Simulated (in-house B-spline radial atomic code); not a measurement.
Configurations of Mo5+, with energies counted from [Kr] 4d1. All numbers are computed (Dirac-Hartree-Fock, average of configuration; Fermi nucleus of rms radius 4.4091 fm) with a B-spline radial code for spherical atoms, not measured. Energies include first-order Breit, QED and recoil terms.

Occupations are held fixed; configurations that lie above the ionisation limit could autoionise.

```csv
configuration,E - E(ref) (eV),highest orbital,its <r> (bohr)
[Kr] 5d1,34.455,5d5/2,3.31
[Kr] 6p1,41.485,6p3/2,4.632
[Kr] 7p1,50.419,7p3/2,7.077
[Ar] 3d10 4s2 4p5 4d1 5s1,55.593,5s1/2,2.373
[Ar] 3d10 4s2 4p5 4d1 5f1,87.134,5f5/2,4.526
[Ar] 3d10 4s2 4p5 4d1 6f1,93.929,6f7/2,7.137
[Ar] 3d10 4s2 4p5 4d1 7g1,98.771,7g7/2,10.49
```

Task: Order these further configurations by energy, lowest first.
A. [Kr] 8p1
B. [Kr] 7g1
C. [Kr] 5s1
D. [Ar] 3d10 4s2 4p5 4d1 6g1
E. [Kr] 7d1

Result: C (14.621 eV), E (53.401 eV), A (55.407 eV), B (57.478 eV), D (95.147 eV).

Task: How far above the reference does [Kr] 8s1 lie?

Result: 54.326 eV; its least bound orbital is 8s1/2 with <r> = 9.321 bohr.

Task: How far above the reference does [Ar] 3d10 4s2 4p5 4d1 8g1 lie?

Result: 101.13 eV; its least bound orbital is 8g7/2 with <r> = 14.23 bohr.

Task: How far above the reference does [Ar] 3d10 4s2 4p5 4d1 7f1 lie?

Result: 97.994 eV; its least bound orbital is 7f7/2 with <r> = 10.24 bohr.
